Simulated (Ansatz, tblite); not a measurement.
Removing and adding an electron: `C=CCCCCCCCCC[S][Au]`. The state is a singlet with charge 0. Geometry: PBE-D4/def2-SVP. Ansatz, gas phase; energy differences of separate SCF runs; the oxidised species was run as a doublet alone; the reduced species was run as a doublet alone.

```tsv
atom	x (Å)	y (Å)	z (Å)
C1	-0.582	0.338	5.797
C2	-0.337	-0.569	4.835
C3	0.894	-0.600	3.970
C4	0.633	-0.286	2.482
C5	-0.267	-1.298	1.763
C6	-0.529	-0.975	0.285
C7	0.704	-1.069	-0.622
C8	0.417	-0.834	-2.112
C9	-0.035	0.589	-2.459
C10	-0.264	0.801	-3.959
C11	-0.698	2.224	-4.300
S12	-1.140	2.531	-6.052
Au13	0.793	2.121	-7.174
H14	-1.509	0.316	6.391
H15	0.142	1.139	6.029
H16	-1.096	-1.351	4.642
H17	1.638	0.122	4.370
H18	1.364	-1.608	4.039
H19	0.182	0.728	2.402
H20	1.615	-0.227	1.966
H21	0.185	-2.314	1.845
H22	-1.244	-1.358	2.289
H23	-0.975	0.042	0.217
H24	-1.306	-1.670	-0.104
H25	1.479	-0.344	-0.288
H26	1.161	-2.076	-0.497
H27	-0.356	-1.558	-2.457
H28	1.332	-1.070	-2.699
H29	0.727	1.314	-2.092
H30	-0.971	0.834	-1.910
H31	-1.027	0.087	-4.337
H32	0.670	0.572	-4.522
H33	-1.651	2.475	-3.779
H34	0.050	2.971	-3.962
```

In the def2 sets Au takes a core potential; there is no spin–orbit coupling. The xTB rows come from tblite. HOMO above LUMO, or a gap near zero within one spin, warns that the state may not be the lowest or that an electron is smeared out.

```csv
level,−HOMO (eV),vertical IE (eV),−LUMO (eV),vertical EA (eV),HOMO–LUMO gap (eV),IE − EA (eV),remarks
GFN1-xTB,10.83,13.26,8.65,5.62,2.18,7.64,–
GFN2-xTB,9.47,12.07,6.68,4.17,2.79,7.90,–
PBE-D4/def2-SVP,5.12,7.51,3.66,1.17,1.46,6.34,"HOMO above zero (-1 doublet), gap within one spin near zero (+1 doublet), gap within one spin near zero (-1 doublet), restricted SCF unstable in HF (singlet)"
PBE0-D4/def2-SVP,6.23,7.95,2.85,1.16,3.38,6.79,"HOMO above zero (-1 doublet), restricted SCF unstable in HF (singlet)"
```

Relaxing the oxidised species (PBE-D4/def2-SVP) changes its energy by -0.05 eV at PBE-D4/def2-SVP, so the adiabatic ionisation energy to this nearest minimum is 7.46 eV. At PBE0-D4/def2-SVP it is 7.92 eV. The gap within one spin of the relaxed charge 1 doublet nearly closes, so an electron or hole may be smeared out by delocalisation error.     A HOMO above zero means that the electron is unbound at that level or that self-interaction error raises the level; the energy of removing that electron tells which. Raw xTB energy differences between charge states are shifted by several eV; the methods need an empirical correction for them. Sets without diffuse functions give affinities that are too small.
